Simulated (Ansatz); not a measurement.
Consider the ligand exchange at a B–C bond: `BCC(N)F` + `OCO` → `BOCO` + `CC(N)F`.

Isolated molecules relaxed with PBE0-D4/def2-TZVP in Ansatz; ΔE leaves out vibrations. CBS: MP2 limit from def2 TZ/QZ plus the TZ coupled-cluster correction, frozen cores. This one scheme is used for every species. DFT in def2-TZVPP. B3LYP here is the variant with VWN-RPA as its local correlation; programs differ in this. Each species was taken in one conformer, which may not be the lowest.

```csv
level,ΔE (kJ/mol),difference from CCSD(T)/CBS
B2PLYP,-145.1,-6.1
PBE,-138.7,0.3
PBE0,-137.0,2.0
B3LYP,-145.2,-6.2
HF/def2-TZVPP,-143.8,-4.8
SCS-MP2/def2-TZVPP,-142.8,-3.8
HF/def2-QZVPP,-144.4,-5.4
HF/CBS(def2),-144.5,-5.5
MP2/CBS(def2),-139.5,-0.5
CCSD/CBS(def2),-138.0,1.0
CCSD(T)/CBS,-139.0,0
```

Largest T1 diagnostic among the species: 0.013.
